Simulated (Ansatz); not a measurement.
Basis sets compared for Li8Cl8 (started as a model of: 1x4x4 LiCl rock-salt block). The state is a singlet with charge 0. Geometry PBE0-D4/def2-SVP. Ansatz on 4 threads of Intel Xeon on a shared host; times are rough, and most runs start from earlier orbitals.

Cartesian coordinates in Å:
```
Li 0.866 2.882 3.110
Cl -0.402 1.111 3.366
Li -2.318 0.255 2.421
Cl -3.655 -1.480 2.392
Cl 1.636 2.987 1.060
Li 0.303 0.999 1.081
Cl -1.744 0.451 0.070
Li -2.898 -1.669 0.344
Li 2.897 1.671 -0.346
Cl 1.748 -0.451 -0.070
Li -0.300 -1.002 -1.079
Cl -1.636 -2.988 -1.058
Cl 3.651 1.485 -2.395
Li 2.318 -0.254 -2.422
Cl 0.402 -1.114 -3.365
Li -0.869 -2.882 -3.109
```

Binding counts from free atoms (Li doublet, Cl doublet) in the same basis, without a counterpoise term.

```
           level  functions  energy (Eh)  HOMO (eV)  LUMO (eV)  binding per atom (eV)  wall time
        HF/6-31G        176   -3736.4600     -11.21       0.28                   2.49      4.6 s
 PBE-D4/def2-SVP        216   -3739.9587      -6.23      -1.57                   3.32      6.5 s
PBE0-D4/def2-SVP        216   -3740.3222      -7.63      -1.03                   3.30       10 s
```

Estimate the rows for HF/def2-TZVP (with forces), PBE-D4/def2-TZVP, PBE0-D4/def2-TZVP.


```
                     level  functions  energy (Eh)  HOMO (eV)  LUMO (eV)  binding per atom (eV)  wall time
HF/def2-TZVP (with forces)        408   -3736.7619     -11.07       0.41                   2.53       29 s
          PBE-D4/def2-TZVP        408   -3741.2236      -6.47      -1.61                   3.17       11 s
         PBE0-D4/def2-TZVP        408   -3741.5666      -7.84      -1.06                   3.15       34 s
```
